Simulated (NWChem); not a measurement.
System: C3H6Se; SMILES [SeH]C1CC1

Here is an NWChem input.

```
start job
memory heap 200 mb stack 900 mb global 1100 mb
geometry units angstroms noautoz
  Se    -0.058009    -1.011741    -0.041508
  C      0.035648     0.808488     0.575962
  C     -0.766593     1.836493    -0.168501
  C      0.729257     1.864146    -0.231915
  H      1.358774    -1.326068     0.212868
  H      0.069704     0.903038     1.665021
  H     -1.285998     2.595470     0.422861
  H     -1.306801     1.515086    -1.063513
  H      1.205060     1.556974    -1.166950
  H      1.263224     2.645690     0.316570
end
basis spherical
  * library def2-svp
end
dft
  xc pw6b95
  iterations 150
  mulliken
end
task dft energy
```

Output (shortened):

```
             Northwest Computational Chemistry Package (NWChem) 7.3.0
             --------------------------------------------------------

 C1  symmetry detected

                             Geometry "geometry" -> ""
                             -------------------------

 Output coordinates in angstroms (scale by  1.889725989 to convert to a.u.)

  No.       Tag          Charge          X              Y              Z
 ---- ---------------- ---------- -------------- -------------- --------------
    1 Se                  34.0000    -0.03447590    -1.02155023    -0.04363870
    2 C                    6.0000     0.04716232     0.79835720     0.57647954
    3 C                    6.0000    -0.77997708     1.81801514    -0.15204511
    4 C                    6.0000     0.71415032     1.86421165    -0.24037650
    5 H                    1.0000     1.39011549    -1.31896565     0.18628763
    6 H                    1.0000     0.09827655     0.89096945     1.66503791
    7 H                    1.0000    -1.29868546     2.56926500     0.44970394
    8 H                    1.0000    -1.33110365     1.49191594    -1.03866365
    9 H                    1.0000     1.17797155     1.56493636    -1.18395360
   10 H                    1.0000     1.24759271     2.65108271     0.30095588

 Effective nuclear repulsion energy (a.u.)     242.0680487668

                                 NWChem DFT Module
                                 -----------------

 Summary of "ao basis" -> "ao basis" (spherical)
 ------------------------------------------------------------------------------
       Tag                 Description            Shells   Functions and Types
 ---------------- ------------------------------  ------  ---------------------
 Se                         def2-svp                12       32   5s4p3d
 C                          def2-svp                 6       14   3s2p1d
 H                          def2-svp                 3        5   2s1p

            General Information
            -------------------
          SCF calculation type: DFT
          Wavefunction type:  closed shell.
          No. of atoms     :    10
          No. of electrons :    58
           Alpha electrons :    29
            Beta electrons :    29
          Charge           :     0
          Spin multiplicity:     1
          Use of symmetry is: off; symmetry adaption is: off
          Maximum number of iterations: 150
          AO basis - number of functions:   104
                     number of shells:    48
          Convergence on energy requested:  1.00D-06
          Convergence on density requested:  1.00D-05
          Convergence on gradient requested:  5.00D-04

              XC Information
              --------------
                       PW6B95 Method XC Functional
                     Hartree-Fock (Exact) Exchange  0.280
                    PW6B95 GGA Exchange Functional  0.720
                      PW6B95 Correlation Potential  1.000

             Grid Information
             ----------------
          Grid used for XC integration:  medium
          Radial quadrature: Mura-Knowles
          Angular quadrature: Lebedev.
          Tag              B.-S. Rad. Rad. Pts. Rad. Cut. Ang. Pts.
          ---              ---------- --------- --------- ---------
          Se                  1.15      112          11.0       590
          C                   0.70       49          10.0       434
          H                   0.35       45          12.0       434
          Grid pruning is: on
          Number of quadrature shells:   529
          Spatial weights used:  Erf1

      Superposition of Atomic Density Guess
      -------------------------------------

 Sum of atomic energies:       -2515.38189088

      Non-variational initial energy
      ------------------------------

 Total energy =   -2517.957769
 1-e energy   =   -3978.794831
 2-e energy   =    1218.769013
 HOMO         =      -0.264108
 LUMO         =       0.045418

     ---------------------------------------------
      Total Density - Mulliken Population Analysis
     ---------------------------------------------

    Atom       Charge   Shell Charges
 -----------   ------   -------------------------------------------------------
    1 Se  34    34.14   2.00  2.00  2.00  1.32  0.53  6.00  5.98  1.92  2.34  8.20  1.76  0.09
    2 C    6     6.23   1.99  0.93  0.37  1.88  1.01  0.04
    3 C    6     6.21   1.99  0.95  0.26  2.03  0.94  0.04
    4 C    6     6.20   1.99  0.96  0.26  2.03  0.93  0.04
    5 H    1     0.84   0.58  0.24  0.02
    6 H    1     0.87   0.67  0.18  0.02
    7 H    1     0.88   0.67  0.18  0.02
    8 H    1     0.88   0.66  0.19  0.02
    9 H    1     0.88   0.66  0.19  0.02
   10 H    1     0.88   0.67  0.19  0.02

   convergence    iter        energy       DeltaE   RMS-Dens  Diis-err
 ---------------- ----- ----------------- --------- --------- ---------
 d= 0,ls=0.0,diis     1  -2520.2645866673 -2.76D+03  6.23D-03  2.69D-01
 d= 0,ls=0.0,diis     2  -2520.2938609848 -2.93D-02  3.27D-03  8.69D-02
 d= 0,ls=0.0,diis     3  -2520.3006686206 -6.81D-03  1.37D-03  3.09D-02
 d= 0,ls=0.0,diis     4  -2520.3045337492 -3.87D-03  2.96D-04  9.85D-04
 d= 0,ls=0.0,diis     5  -2520.3046740982 -1.40D-04  7.17D-05  3.80D-05
  Resetting Diis
 d= 0,ls=0.0,diis     6  -2520.3046797140 -5.62D-06  1.56D-05  3.57D-06
 d= 0,ls=0.0,diis     7  -2520.3046801651 -4.51D-07  6.87D-06  2.05D-07

         Total DFT energy =    -2520.304680165150
      One electron energy =    -3982.949944423710
           Coulomb energy =     1327.519343419124
    Exchange-Corr. energy =     -106.942127927373
 Nuclear repulsion energy =      242.068048766809

 Numeric. integr. density =       58.000006516911

                       DFT Final Molecular Orbital Analysis
                       ------------------------------------

 Vector   27  Occ=2.000000D+00  E=-3.246838D-01
              MO Center= -1.0D-01,  1.2D+00, -4.4D-02, r^2= 2.7D+00
   Bfn.  Coefficient  Atom+Function         Bfn.  Coefficient  Atom+Function
  ----- ------------  ---------------      ----- ------------  ---------------
    51      0.296963   3 C  py               64     -0.279207   4 C  px
    37     -0.232583   2 C  py               50      0.205307   3 C  px
    52     -0.187752   3 C  pz               13      0.178361   1 Se py
    67     -0.176589   4 C  px               40     -0.175472   2 C  py
    36      0.170222   2 C  px               54      0.154391   3 C  py

 Vector   28  Occ=2.000000D+00  E=-3.127525D-01
              MO Center=  7.4D-02,  3.5D-01,  6.2D-02, r^2= 3.4D+00
   Bfn.  Coefficient  Atom+Function         Bfn.  Coefficient  Atom+Function
  ----- ------------  ---------------      ----- ------------  ---------------
    36      0.343334   2 C  px               65     -0.238070   4 C  py
     5      0.216462   1 Se s                75     -0.201075   5 H  s
    12     -0.193472   1 Se px                4      0.188947   1 Se s
    39      0.170403   2 C  px               49     -0.168054   3 C  s
    15     -0.161201   1 Se px               14     -0.153197   1 Se pz

 Vector   29  Occ=2.000000D+00  E=-2.362651D-01
              MO Center=  1.2D-02, -8.1D-01, -5.2D-03, r^2= 2.3D+00
   Bfn.  Coefficient  Atom+Function         Bfn.  Coefficient  Atom+Function
  ----- ------------  ---------------      ----- ------------  ---------------
    17      0.554910   1 Se pz               14      0.456023   1 Se pz
    11     -0.288549   1 Se pz               16     -0.206854   1 Se py
    13     -0.170094   1 Se py               15     -0.143559   1 Se px
    63      0.124134   4 C  s                65     -0.122488   4 C  py
    12     -0.116363   1 Se px               80     -0.112303   6 H  s

 Vector   30  Occ=0.000000D+00  E= 2.250064D-02
              MO Center=  1.9D-01, -6.7D-01, -6.6D-02, r^2= 3.9D+00
   Bfn.  Coefficient  Atom+Function         Bfn.  Coefficient  Atom+Function
  ----- ------------  ---------------      ----- ------------  ---------------
    35      0.999934   2 C  s                76     -0.812097   5 H  s
    16     -0.784422   1 Se py               15      0.618509   1 Se px
    91     -0.388957   8 H  s                96     -0.270043   9 H  s
    40     -0.252342   2 C  py               13     -0.231284   1 Se py
    81     -0.229344   6 H  s                75     -0.224868   5 H  s

 Vector   31  Occ=0.000000D+00  E= 5.587404D-02
              MO Center=  5.5D-01, -4.5D-01,  4.1D-02, r^2= 4.8D+00
   Bfn.  Coefficient  Atom+Function         Bfn.  Coefficient  Atom+Function
  ----- ------------  ---------------      ----- ------------  ---------------
    76     -1.089596   5 H  s                 5      1.013822   1 Se s
    15      0.734221   1 Se px               35     -0.708732   2 C  s
    16      0.566933   1 Se py               40      0.472411   2 C  py
    96      0.389331   9 H  s                 4      0.368078   1 Se s
    17      0.359849   1 Se pz               86     -0.344822   7 H  s

 Vector   32  Occ=0.000000D+00  E= 7.192335D-02
              MO Center=  9.4D-02,  1.9D+00,  1.1D+00, r^2= 5.0D+00
   Bfn.  Coefficient  Atom+Function         Bfn.  Coefficient  Atom+Function
  ----- ------------  ---------------      ----- ------------  ---------------
    81      1.166942   6 H  s               101      1.072768  10 H  s
    35     -1.039592   2 C  s                86      1.016429   7 H  s
    63     -0.858546   4 C  s                49     -0.725739   3 C  s
    41     -0.438772   2 C  pz                5      0.347038   1 Se s
    54     -0.322220   3 C  py               68     -0.307346   4 C  py

     ---------------------------------------------
      Total Density - Mulliken Population Analysis
     ---------------------------------------------

[...]
```

Level: PW6B95/def2-SVP. Structure relaxed at the PBE0/def2-SVP level.
